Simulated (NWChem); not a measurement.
Program: NWChem. System: HGa, charge 0, spin multiplicity 1, at a geometry optimised with B3LYP/def2-SVP. The structure started from a generated list of species. Level: TDA-CAM-B3LYP/def2-SVPD.

Job file:

```
start mol
memory heap 200 mb stack 900 mb global 1100 mb
geometry units angstroms nocenter noautoz
  Ga     0.000000     0.000000     0.052858
  H      0.000000     0.000000    -1.638585
  symmetry group C2v
end
basis spherical
  * library def2-svpd
end
dft
  xc xcamb88 1.00 lyp 0.81 vwn_5 0.19 hfexch 1.00
  cam 0.33 cam_alpha 0.19 cam_beta 0.46
  direct
  iterations 100
end
tddft
  cis
  nroots 5
  notriplet
  thresh 1e-4
end
task tddft energy
```

NWChem printed:

```
             Northwest Computational Chemistry Package (NWChem) 7.3.0
             --------------------------------------------------------

                                NWChem Input Module
                                -------------------

 Scaling coordinates for geometry "geometry" by  1.889725989
 (inverse scale =  0.529177249)

 Turning off AUTOSYM since
 SYMMETRY directive was detected!

                             Geometry "geometry" -> ""
                             -------------------------

 Output coordinates in angstroms (scale by  1.889725989 to convert to a.u.)

  No.       Tag          Charge          X              Y              Z
 ---- ---------------- ---------- -------------- -------------- --------------
    1 Ga                  31.0000     0.00000000     0.00000000     0.05285800
    2 H                    1.0000     0.00000000     0.00000000    -1.63858500

 Effective nuclear repulsion energy (a.u.)       9.6985205644

            Nuclear Dipole moment (a.u.)
            ----------------------------
        X                 Y               Z
 ---------------- ---------------- ----------------
     0.0000000000     0.0000000000     0.0000245664

      Symmetry information
      --------------------

 Group name             C2v
 Group number             16
 Group order               4
 No. of unique centers     2

      Symmetry unique atoms

     1    2


 Summary of "ao basis" -> "" (spherical)
 ------------------------------------------------------------------------------
       Tag                 Description            Shells   Functions and Types
 ---------------- ------------------------------  ------  ---------------------
 *                         def2-svpd                  on all atoms

                                 NWChem DFT Module
                                 -----------------

 Summary of "ao basis" -> "ao basis" (spherical)
 ------------------------------------------------------------------------------
       Tag                 Description            Shells   Functions and Types
 ---------------- ------------------------------  ------  ---------------------
 Ga                        def2-svpd                14       38   6s4p4d
 H                         def2-svpd                 4        8   2s2p

 Summary of "ao basis" -> "ao basis" (spherical)
 ------------------------------------------------------------------------------
       Tag                 Description            Shells   Functions and Types
 ---------------- ------------------------------  ------  ---------------------
 Ga                        def2-svpd                14       38   6s4p4d
 H                         def2-svpd                 4        8   2s2p

      Symmetry analysis of basis
      --------------------------

        a1         22
        a2          4
        b1         10
        b2         10

  int_init: cando_txs set to always be  F

            General Information
            -------------------
          SCF calculation type: DFT
          Wavefunction type:  closed shell.
          No. of atoms     :     2
          No. of electrons :    32
           Alpha electrons :    16
            Beta electrons :    16
          Charge           :     0
          Spin multiplicity:     1
          Use of symmetry is: off; symmetry adaption is: on
          Maximum number of iterations: 100
          This is a Direct SCF calculation.
          AO basis - number of functions:    46
                     number of shells:    18
[...]
    2     10       0     0.20E-01   0.81E-02        1.6
    3     15       0     0.64E-02   0.70E-03        1.4
    4     20       0     0.65E-03   0.36E-04        1.6
    5     25       3     0.12E-03   0.53E-06        1.5
    6     27       5     0.35E-04   0.86E-08        1.1
  ----  ------  ------  ---------  ---------  ---------
  Convergence criterion met

  Ground state a1      -1925.285491269726 a.u.

  ----------------------------------------------------------------------------
  Root   1 singlet b1             0.110338528 a.u.                3.0025 eV
  ----------------------------------------------------------------------------
     Transition Moments    X  0.68601   Y -0.03847   Z -0.00000
     Transition Moments   XX  0.00000  XY  0.00000  XZ  2.53462
     Transition Moments   YY -0.00000  YZ -0.14214  ZZ -0.00000
     Dipole Oscillator Strength                    0.0347265476
     Electric Quadrupole                           0.0000000461
     Magnetic Dipole                               0.0000016174
     Total Oscillator Strength                     0.0347282111

          sigma_e =   1.9081 Angstrom
          sigma_h =   1.7299 Angstrom
         |d_h->e| =   0.2477 Angstrom
            d_exc =   2.5832 Angstrom
            d_CD1 =   0.4259 Angstrom
            d_CD2 =  -1.5713 Angstrom
            d_CD3 =   2.8309 Angstrom
     Pearson C.C. =   0.0033

     Occ.   15  a1  ---  Virt.   17  b1       0.10931
     Occ.   16  a1  ---  Virt.   17  b1      -0.98683
     Occ.   16  a1  ---  Virt.   18  b2       0.05534
     Occ.   16  a1  ---  Virt.   21  b1      -0.07866
  ----------------------------------------------------------------------------
  Root   2 singlet b2             0.110338529 a.u.                3.0025 eV
  ----------------------------------------------------------------------------
     Transition Moments    X -0.03847   Y -0.68602   Z  0.00000
     Transition Moments   XX -0.00000  XY -0.00000  XZ -0.14214
     Transition Moments   YY -0.00000  YZ -2.53461  ZZ  0.00000
     Dipole Oscillator Strength                    0.0347271486
     Electric Quadrupole                           0.0000000461
     Magnetic Dipole                               0.0000016174
     Total Oscillator Strength                     0.0347288121

          sigma_e =   1.9081 Angstrom
          sigma_h =   1.7299 Angstrom
         |d_h->e| =   0.2478 Angstrom
            d_exc =   2.5832 Angstrom
            d_CD1 =   0.4260 Angstrom
            d_CD2 =  -1.5712 Angstrom
            d_CD3 =   2.8311 Angstrom
     Pearson C.C. =   0.0033

     Occ.   15  a1  ---  Virt.   18  b2      -0.10934
     Occ.   16  a1  ---  Virt.   17  b1       0.05534
     Occ.   16  a1  ---  Virt.   18  b2       0.98683
     Occ.   16  a1  ---  Virt.   22  b2      -0.07862
  ----------------------------------------------------------------------------
  Root   3 singlet a1             0.203832415 a.u.                5.5466 eV
  ----------------------------------------------------------------------------
     Transition Moments    X  0.00000   Y  0.00000   Z  1.25631
     Transition Moments   XX  1.42473  XY  0.00000  XZ  0.00000
     Transition Moments   YY  1.42473  YZ  0.00000  ZZ -0.91613
     Dipole Oscillator Strength                    0.2144727903
     Electric Quadrupole                           0.0000000824
     Magnetic Dipole                               0.0000000000
     Total Oscillator Strength                     0.2144728727

          sigma_e =   3.5241 Angstrom
          sigma_h =   1.7350 Angstrom
         |d_h->e| =   0.2221 Angstrom
            d_exc =   3.9076 Angstrom
            d_CD1 =   2.0112 Angstrom
            d_CD2 =  -2.4075 Angstrom
            d_CD3 =   4.1297 Angstrom
     Pearson C.C. =   0.0171

     Occ.   16  a1  ---  Virt.   19  a1      -0.99326
     Occ.   16  a1  ---  Virt.   25  a1      -0.07753
  ----------------------------------------------------------------------------
  Root   4 singlet a1             0.266828510 a.u.                7.2608 eV
  ----------------------------------------------------------------------------
     Transition Moments    X -0.00000   Y -0.00000   Z  1.91799
     Transition Moments   XX -0.92870  XY -0.00000  XZ -0.00000
     Transition Moments   YY -0.92870  YZ  0.00000  ZZ  0.60965
     Dipole Oscillator Strength                    0.6543832044
     Electric Quadrupole                           0.0000000798
     Magnetic Dipole                               0.0000000000
     Total Oscillator Strength                     0.6543832842

          sigma_e =   2.8792 Angstrom
          sigma_h =   1.7246 Angstrom
         |d_h->e| =   0.8591 Angstrom
            d_exc =   3.4147 Angstrom
            d_CD1 =   2.0138 Angstrom
            d_CD2 =  -1.4427 Angstrom
            d_CD3 =   4.2738 Angstrom
     Pearson C.C. =   0.0344

     Occ.   15  a1  ---  Virt.   25  a1       0.06780
     Occ.   16  a1  ---  Virt.   20  a1      -0.97960
     Occ.   16  a1  ---  Virt.   26  a1       0.15832
  ----------------------------------------------------------------------------
  Root   5 singlet b1             0.270383868 a.u.                7.3575 eV
  ----------------------------------------------------------------------------
     Transition Moments    X -0.93838   Y  0.00000   Z -0.00000
     Transition Moments   XX  0.00000  XY  0.00000  XZ -0.97066
     Transition Moments   YY -0.00000  YZ  0.00000  ZZ -0.00000
     Dipole Oscillator Strength                    0.1587247033
     Electric Quadrupole                           0.0000000992
     Magnetic Dipole                               0.0000003448
     Total Oscillator Strength                     0.1587251473

          sigma_e =   3.0419 Angstrom
          sigma_h =   1.7188 Angstrom
         |d_h->e| =   0.3700 Angstrom
            d_exc =   3.5761 Angstrom
            d_CD1 =   1.6932 Angstrom
            d_CD2 =  -2.0103 Angstrom
            d_CD3 =   3.9461 Angstrom
     Pearson C.C. =  -0.0425

     Occ.   15  a1  ---  Virt.   17  b1      -0.22107
     Occ.   16  a1  ---  Virt.   17  b1       0.05300
     Occ.   16  a1  ---  Virt.   21  b1      -0.97172

              Target root =      1
          Target symmetry = none
      Ground state energy =  -1925.285491269726
        Excitation energy =      0.110338527983
     Excited state energy =  -1925.175152741743

  stored tddft:energy   -1925.1751527417427

 Task  times  cpu:       12.2s     wall:       12.2s

 Total times  cpu:       12.2s     wall:       12.2s
```
